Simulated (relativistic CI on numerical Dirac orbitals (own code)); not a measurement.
# Co⁵⁺: L2,3 absorption edge

Computed with this model: Dirac-Coulomb-Breit CI, orbitals from a KLI potential per configuration, QED by a radiative potential, valence Slater integrals scaled by 0.8, multiplet model of core-to-valence dipole absorption; configurations [Ar] 3d4 → [He] 2s2 2p5 3s2 3p6 3d5; 300 K; Lorentzian 0.4 eV and Gaussian 0.3 eV FWHM. Energies are those of the free ion, without screening or charge transfer. The branching ratio is the share of the lower-energy edge in the whole absorption, uncertain by about 0.02 where the edges overlap. S is read from ⟨S²⟩ = S(S + 1).

Field parameters in Wybourne normalisation: D3d B²₀ = −7Dσ, B⁴₀ = −14Dq − 21Dτ, B⁴₃ = −14√(10/7) Dq; D4h B²₀ = −7Ds, B⁴₀ = 21(Dq − Dt), B⁴₄ = 21√(5/14) Dq; Oh B⁴₀ = 21Dq, B⁴₄ = √(5/14) B⁴₀; Td as Oh with Dq negative (B⁴₀ = 21Dq, B⁴₄ = √(5/14) B⁴₀). The field is a parameter set, without covalency.

Peaks in eV (height, largest 100): 787.1 (18), 787.9 (24), 790.9 (100), 791.5 (84), 794.4 (42), 796.7 (9), 800.7 (19), 802.9 (22), 805.5 (20), 806.1 (22), 807.0 (32), 808.4 (19), 809.8 (10).

Q: Which surroundings give this spectrum?
A. Td, 10Dq = -4550 cm⁻¹
B. Td, 10Dq = -19250 cm⁻¹
C. D4h, 10Dq = 32900, Ds = 1690, Dt = 940 cm⁻¹
D. free ion

A: B. Td, 10Dq = -19250 cm⁻¹, where the ground state has S = 1.96.
